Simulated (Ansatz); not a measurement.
Reaction (formal exchange of groups at the Si–Si bond): `N[SiH2][SiH](F)[SiH3]` + `FC(Cl)Br` → `FC([SiH3])(Cl)Br` + `N[SiH2][SiH2]F`

Gas-phase electronic energies from Ansatz, PBE0-D4/def2-TZVP geometries. CBS: MP2 limit from def2 TZ/QZ plus the TZ coupled-cluster correction, frozen cores. Functionals use def2-TZVPP. B3LYP here is the variant with VWN-RPA as its local correlation; programs differ in this. For Br outer-core shells are correlated without core-valence functions, which leaves a few kJ/mol of doubt a bond. Scalar relativity is left out up to krypton. One conformer a species, not always the lowest.

```
                species  B3LYP energy (Eh)
`N[SiH2][SiH](F)[SiH3]`        -1028.13223
             `FC(Cl)Br`        -3173.00916
     `FC([SiH3])(Cl)Br`        -3463.72724
       `N[SiH2][SiH2]F`         -737.40694
```

(1) Work out ΔE.

Largest T1 diagnostic among the species: 0.013.

Answers

(1) ΔE = (-3463.72724) + (-737.40694) − (-1028.13223) − (-3173.00916) = 0.00721 Eh = +18.9 kJ/mol. CCSD(T)/CBS gives +10.4 kJ/mol.

The D4 term adds −3.9 kJ/mol with B3LYP and −1.6 kJ/mol with PBE0; it sums over pairs of atoms, weighted by their polarisabilities, and B3LYP, whose exchange is more repulsive, gets the larger term.
